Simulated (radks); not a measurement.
Problem. The xenon ion Xe2+ is in [Kr] 4d10 5s2 5p(1/2: 2, 3/2: 2). All-electron calculation, Dirac Kohn-Sham, relativistic LDA (MacDonald-Vosko exchange, VWN5 correlation), spin-unpolarised, spherical densities, finite nucleus; Fermi nuclear charge, rms radius of each element as measured or else 0.836 A^(1/3) + 0.57 fm. Program: a radial shooting solver on a logarithmic mesh with Libxc functionals. Sub-shells are occupied by j as written (lower j first in brackets). One electron is removed from 5p3/2, 4d5/2, 5s1/2, 5p1/2 in turn, with full relaxation. Which removal costs least, and what does each cost?

Solution. 5p3/2 31.306 eV; 5p1/2 33.040 eV; 5s1/2 45.157 eV; 4d5/2 89.416 eV. The 5p3/2 electron leaves first.
